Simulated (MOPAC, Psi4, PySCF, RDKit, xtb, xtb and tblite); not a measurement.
Torsional profile of C2H7NSi2, SMILES N#C[SiH2]C[SiH3], singlet. Scanned: dihedral C2–Si3–C4–Si5; all other coordinates were relaxed at GFN2-xTB. Points at φ and −φ are mirror images.

Geometry of the scan point at 60° (Å):
```
12

N      2.4681     1.5955    -1.3379
C      2.0070     0.6812    -0.8240
Si     1.2571    -0.8057     0.0243
C     -0.3629    -0.2347     0.8257
Si    -1.6743     0.4703    -0.3667
H      2.2505    -1.2437     1.0119
H      1.0496    -1.8136    -1.0183
H     -0.1367     0.5228     1.5782
H     -0.7950    -1.0770     1.3679
H     -1.1189     1.6193    -1.0785
H     -2.8466     0.8768     0.4131
H     -2.0622    -0.5772    -1.3146
```

Levels of theory: GFN2-xTB (xtb and tblite); MMFF94 // GFN2-xTB (RDKit); PBE0/def2-TZVP // GFN2-xTB (Psi4); PBE0-D3(BJ)/def2-TZVP // GFN2-xTB (Psi4); PBE/def2-TZVP // GFN2-xTB (Psi4); PBE-D3(BJ)/def2-TZVP // GFN2-xTB (Psi4); r2SCAN/def2-TZVP // GFN2-xTB (Psi4); MP2/cc-pVTZ = DF-MP2 (frozen core)/cc-pVTZ // GFN2-xTB in Psi4; HF/cc-pVTZ // GFN2-xTB (Psi4); UFF // GFN2-xTB (RDKit); PM6, restricted, heats of formation // GFN2-xTB (MOPAC); PM3, restricted, heats of formation // GFN2-xTB (MOPAC); GFN1-xTB // GFN2-xTB (xtb); RKS-B3LYP/6-31G* = restricted B3LYP/6-31G*, spherical d, density fitting // GFN2-xTB in PySCF; RHF/STO-3G = restricted Hartree-Fock/STO-3G // GFN2-xTB run with PySCF 2.14.0; RKS-B3LYP/LANL2DZ = restricted B3LYP/LANL2DZ, with its core potentials past Ne // GFN2-xTB (PySCF 2.14.0); RHF/3-21G = restricted Hartree-Fock/3-21G // GFN2-xTB (PySCF).

Least-squares fit of E(φ) = a0 + Σ (a_n cos nφ + b_n sin nφ), n = 1 to 4, to the 18 scan points, in kcal/mol above the lowest point of each profile (levels whose profile four harmonics don't fit are not listed):

```csv
method,a0,a1,b1,a2,b2,a3,b3,a4,b4,rms of fit
GFN2-xTB,0.54,0.00,0.00,0.02,0.00,0.52,0.00,0.00,0.00,0.01
MMFF94,1.38,0.45,0.00,0.37,0.00,1.32,0.00,-0.02,0.00,0.02
PBE0/def2-TZVP,0.70,0.14,0.00,0.00,0.00,0.56,0.00,-0.02,0.00,0.01
PBE0-D3(BJ)/def2-TZVP,0.58,-0.05,0.00,-0.03,0.00,0.58,0.00,-0.02,0.00,0.01
PBE/def2-TZVP,0.68,0.14,0.00,0.00,0.00,0.54,0.00,-0.01,0.00,0.01
PBE-D3(BJ)/def2-TZVP,0.56,-0.05,0.00,-0.04,0.00,0.55,0.00,-0.01,0.00,0.01
r2SCAN/def2-TZVP,0.65,0.02,0.00,-0.05,0.00,0.59,0.00,-0.02,0.00,0.01
MP2/cc-pVTZ,0.67,-0.11,0.00,-0.04,0.00,0.64,0.00,-0.02,0.00,0.01
HF/cc-pVTZ,0.82,0.29,0.00,0.10,0.00,0.62,0.00,-0.05,0.00,0.02
UFF,1.29,0.33,0.00,0.19,0.00,1.20,0.00,0.02,0.00,0.01
PM6,0.51,0.11,0.00,-0.06,0.00,0.34,0.00,0.00,0.00,0.00
PM3,1.17,0.94,0.00,0.18,0.00,0.39,0.00,-0.03,0.00,0.01
GFN1-xTB,0.42,-0.03,0.00,0.00,0.00,0.42,0.00,-0.05,0.00,0.01
RKS-B3LYP/6-31G*,0.66,0.17,0.00,0.00,0.00,0.51,0.00,-0.01,0.00,0.01
RHF/STO-3G,0.85,0.11,0.00,-0.05,0.00,0.69,0.00,-0.02,0.00,0.01
RKS-B3LYP/LANL2DZ,0.58,0.14,0.00,0.05,0.00,0.51,0.00,0.01,0.00,0.01
RHF/3-21G,0.45,-0.07,0.00,0.01,0.00,0.42,0.00,-0.04,0.00,0.02
```

MMFF94 has few fitted parameters for silicon.
